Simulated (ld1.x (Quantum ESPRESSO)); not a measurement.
## u(r) = r·R(r): atom against pseudo-atom (gold)

Columns: radius, all-electron u(r) and pseudo u(r) of the 5d shell (level -9.02 eV) of gold in the configuration [Xe] 4f14 5d10 6s0 6p1; Wu–Cohen, scalar-relativistic, PAW scheme, ld1.x (Quantum ESPRESSO) 7.5.

```tsv
r (bohr)	all-electron	pseudo
0.138	0.2255	0.0033
0.275	-0.3202	0.0247
0.413	-0.3588	0.0781
0.550	-0.0283	0.1671
0.688	0.3386	0.2877
0.825	0.6103	0.4242
0.963	0.7749	0.5594
1.100	0.8509	0.6724
1.238	0.8668	0.7499
1.375	0.8447	0.7843
1.513	0.8006	0.7781
1.650	0.7457	0.7412
1.788	0.6859	0.6862
1.925	0.6261	0.6263
2.062	0.5682	0.5682
2.200	0.5132	0.5132
2.338	0.4620	0.4620
2.475	0.4152	0.4152
2.613	0.3723	0.3723
2.750	0.3336	0.3336
2.888	0.2983	0.2983
3.025	0.2668	0.2668
3.162	0.2386	0.2386
3.300	0.2130	0.2130
3.438	0.1902	0.1902
3.575	0.1699	0.1699
```

**Question.** How many radial nodes do the two functions have?

**Answer.** The all-electron 5d function has n − l − 1 = 2; the pseudo-wave has 0, since the states of the same l below it are removed with the core.

**Question.** At about which radius was the pseudo-wave matched?

**Answer.** 2.05 bohr. The columns agree to 0.0005 from 1.79 bohr on; several derivatives are matched, so the curves merge somewhat inside the radius.

**Question.** Is the pseudo-wave norm-conserving?

**Answer.** No, it belongs to a PAW set: the norm inside the radius is not constrained, and the difference is carried by the augmentation charge.
